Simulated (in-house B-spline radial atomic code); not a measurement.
# Binding energies in Ru4+

NIST's tabulated ground configuration is [Kr] 4d4; each binding energy is the energy of the ion with one electron taken from that subshell, relaxed, less that of the parent. Method: Dirac-Hartree-Fock, average of configuration, Fermi nucleus of rms radius 4.4809 fm. Calculated with a radial B-spline atomic code at the basis-set limit. Energies include first-order Breit, QED and recoil terms.

```tsv
subshell	X-ray name	binding energy (eV)	-ε (eV)	relaxation (eV)
1s	K	22183.2	22303.9	57.4
2s	L1	3297.2	3332.0	28.6
2p1/2	L2	3034.9	3072.6	31.7
3s	M1	654.2	664.9	9.8
3p1/2	M2	552.1	562.9	10.0
3p3/2	M3	529.6	539.8	9.7
4s	N1	142.8	144.8	1.9
4p1/2	N2	109	110.8	1.7
4p3/2	N3	105.4	107.0	1.6
4d	N4,5	58.22	59.13	0.93
```

Relaxation = -ε minus the binding energy without Breit, QED and recoil terms.

Emission lines follow as differences of binding energies, with λ = 12398.42 eV·Å / E:

```csv
line,holes,energy (eV),wavelength (Å)
K-L2,1s → 2p1/2,19148.3,0.64749
K-M3,1s → 3p3/2,21653.6,0.57258
L1-M3,2s → 3p3/2,2767.6,4.4798
```

**Question.** What does it cost to remove both a 3p3/2 and a 4p1/2 electron?

**Answer.** 661.06 eV, which is 22.52 eV more than the two single binding energies together.

**Question.** What does it cost to remove both a 3p1/2 and a 4d electron?

**Answer.** 629.89 eV, which is 19.62 eV more than the two single binding energies together.
